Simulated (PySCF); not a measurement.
sulfur tetrafluoride (F4S), SMILES S(F)(F)(F)F.

The structure is a stationary point at PBE-D3(BJ)/def2-SVP.

Level of theory: PBE-D3(BJ)/def2-SVP run with PySCF.

Frequencies are harmonic and unscaled.

| mode | ν (cm⁻¹) | IR (km/mol) | moving atoms (share of kinetic energy) |
|---|---|---|---|
| 1 | 195 | 0.4 | F 100 % |
| 2 | 307 | 9.4 | F 78 %, S 22 % |
| 3 | 405 | 0.0 | F 100 % |
| 4 | 463 | 17.7 | F 76 %, S 24 % |
| 5 | 469 | 2.3 | F 94 % |
| 6 | 558 | 3.7 | F 99 % |
| 7 | 789 | 497.0 | S 61 %, F 39 % |
| 8 | 808 | 152.3 | F 57 %, S 43 % |
| 9 | 830 | 105.4 | F 55 %, S 45 % |
